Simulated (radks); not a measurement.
Problem. Species: Ba II. Configuration: [Kr] 4d10 5s1.75 5p6 6s1.25 (fractional occupations, a model configuration). All-electron calculation, scalar-relativistic Kohn-Sham, B86b exchange with PBE correlation, spin-unpolarised, spherical densities, finite nucleus; Fermi nuclear charge, rms radius 4.8378 fm. Program: a radial shooting solver on a logarithmic mesh with Libxc functionals. Some entries of the table are withheld. Estimate them.

| orbital | occ. | eigenvalue (Ry) | <r^2> (bohr^2) |
|---|---|---|---|
| 1s | 2 | -2739.153 | 0.0008884 |
| 2s | 2 | -433.4172 | 0.01421 |
| 2p | 6 | -388.7198 | 0.01129 |
| 3s | 2 | (1) | 0.09738 |
| 3p | 6 | -77.59160 | 0.09744 |
| 3d | 10 | -56.77291 | 0.08387 |
| 4s | 2 | (2) | 0.5122 |
| 4p | 6 | -13.84911 | 0.5818 |
| 4d | 10 | -7.13396 | 0.7430 |
| 5s | 1.75 | (3) | 2.980 |
| 5p | 6 | -1.87142 | 4.068 |
| 6s | 1.25 | -0.58792 | 20.06 |

Solution. 
(1) 3s eigenvalue (Ry): -91.92358
(2) 4s eigenvalue (Ry): -18.47251
(3) 5s eigenvalue (Ry): -2.98358
